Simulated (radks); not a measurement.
Task: Species: Hf XVIII. Configuration: [Kr] 4d10 4f9 (the NIST ground configuration). Calculated with a radial shooting solver on a logarithmic mesh with Libxc functionals: Dirac Kohn-Sham, BLYP, spin-unpolarised, spherical densities, finite nucleus; open shells fill j = l - 1/2 first; Fermi nuclear charge, rms radius 5.347 fm. Some entries of the table are withheld. Estimate them.

orbital  occ.  eigenvalue (Ry)  <r> (bohr)  <r^2> (bohr^2)
1s1/2       2              (1)     0.01899       0.0004952
2s1/2       2              (2)         (3)        0.007583
2p1/2       2        -812.2677     0.06611        0.005431
2p3/2       4        -724.6289     0.07384        0.006637
3s1/2       2        -216.4496      0.2081         0.04963
3p1/2       2        -200.1964      0.1979         0.04565
3p3/2       4        -181.3973      0.2123         0.05228
3d3/2       4        -153.8136      0.1862             (4)
3d5/2       6        -149.7132      0.1906             (5)
4s1/2       2        -66.45490      0.4615          0.2402
4p1/2       2              (6)      0.4659          0.2466
4p3/2       4              (7)      0.4956          0.2786
4d3/2       4        -44.11950      0.5065          0.2954
4d5/2       6        -43.26004      0.5159          0.3062
4f5/2       6        -29.24913      0.5367             (8)
4f7/2       3        -29.07141      0.5412             (9)

Result: 
(1) 1s1/2 eigenvalue (Ry): -4821.199
(2) 2s1/2 eigenvalue (Ry): -848.8412
(3) 2s1/2 <r> (bohr): 0.07977
(4) 3d3/2 <r^2> (bohr^2): 0.04072
(5) 3d5/2 <r^2> (bohr^2): 0.04254
(6) 4p1/2 eigenvalue (Ry): -59.73897
(7) 4p3/2 eigenvalue (Ry): -55.23905
(8) 4f5/2 <r^2> (bohr^2): 0.3395
(9) 4f7/2 <r^2> (bohr^2): 0.3450
